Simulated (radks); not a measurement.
Task: The table gives one normalised radial function P(r) = r R(r) of He in [He] (r in bohr). All-electron calculation, scalar-relativistic Kohn-Sham, SOGGA, spin-polarised, spherical densities, finite nucleus; Gaussian nuclear charge, rms radius 1.6755 fm. Program: a radial shooting solver on a logarithmic mesh with Libxc functionals.

r            P
0.05574  0.2369
0.06038  0.2542
0.06541  0.2726
0.07085  0.2922
0.07676  0.3128
0.08315  0.3346
0.09007  0.3575
0.09758  0.3816
0.1057   0.4068
0.1145   0.4331
0.124    0.4604
0.1344   0.4887
0.1456   0.5179
0.1577   0.5479
0.1708   0.5785
0.1851   0.6096
0.2005   0.6409
0.2172   0.6722
0.2352   0.7033
0.2548   0.7338
0.2761   0.7634
0.2991   0.7918
0.324    0.8184
0.3509   0.8429
0.3802   0.8648
0.4118   0.8838
0.4461   0.8992
0.4833   0.9107
0.5236   0.9178
0.5672   0.9201
0.6144   0.9174
0.6656   0.9093
0.721    0.8957
0.781    0.8764
0.8461   0.8516
0.9166   0.8212
0.9929   0.7856
1.076    0.7452
1.165    0.7004
1.262    0.6520
1.367    0.6008
1.481    0.5475
1.605    0.4932
1.738    0.4388
1.883    0.3854
2.04     0.3338
2.21     0.2849
2.394    0.2393
2.593    0.1976
2.809    0.1600
3.043    0.1270
3.297    0.0984
3.571    0.0745
3.869    0.0549

Which n and l does it have? It may be an empty orbital.

Result: n = 1, l = 0: the number of nodes gives n - l - 1 = 0, the rise at small r (about r^(l+1)) gives l, and the extent must fit the shell. The curve is that of 1s. 1s: eigenvalue -15.351 eV, 0 radial nodes, <r> = 0.953 bohr, 90 % of the charge inside 1.75 bohr.
